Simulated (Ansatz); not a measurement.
Two isomers of C2H7GaO: A = `CC[O][GaH2]`, B = `C[O][GaH][CH3]`.

Program: Ansatz. Geometries: PBE0-D4/def2-TZVP. ΔE: electronic, gas phase. CCSD(T)/CBS adds triple-zeta CCSD(T) − MP2 to the extrapolated MP2 energy (def2 sets, frozen cores). DFT in def2-TZVPP. B3LYP here is the variant with VWN-RPA as its local correlation; programs differ in this. For Ga outer-core shells are correlated without core-valence functions, which leaves a few kJ/mol of doubt a bond. Scalar relativity is left out up to krypton. Each species was taken in one conformer, which may not be the lowest.

(1) Which is lower in electronic energy at CCSD(T)/CBS, and by how much? (Best estimate.)

(2) Give E(B) − E(A) in kJ/mol with CCSD/def2-TZVPP, B3LYP, MP2/def2-TZVPP, BLYP-D4, HF/def2-TZVPP, LDA (SPW92), B3LYP-D4. (Estimate.)

(3) Does the order hold for the free energy at 298.15 K (harmonic terms from PBE0-D4)? (Best estimate.)

Largest T1 diagnostic: 0.014.

Answers

(1) The calculation gave: B, by 31.4 kJ/mol.

(2) The calculation gave: CCSD/def2-TZVPP -29.4, B3LYP -29.5, MP2/def2-TZVPP -33.0, BLYP-D4 -28.0, HF/def2-TZVPP -23.4, LDA (SPW92) -20.2, B3LYP-D4 -27.6. None reverses the order clearly.

(3) Ansatz gave: Yes: G(B) − G(A) = -33.5 kJ/mol, for one conformer each. Modes under 60 cm⁻¹, often nearly free rotors, make the harmonic entropy too high.

Leaving LDA and LC-ωPBE aside and taking each functional with its dispersion term where it has one, the values, not all of them listed here, spread over 11.3 kJ/mol, from B2PLYP to B97M-V. LDA lies +8.7 kJ/mol from PBE without D4. In def2-TZVPP, CCSD(T) changes the Hartree–Fock value by −6.4 kJ/mol (the triples alone add −0.4 kJ/mol) and MP2 by −9.6 kJ/mol.
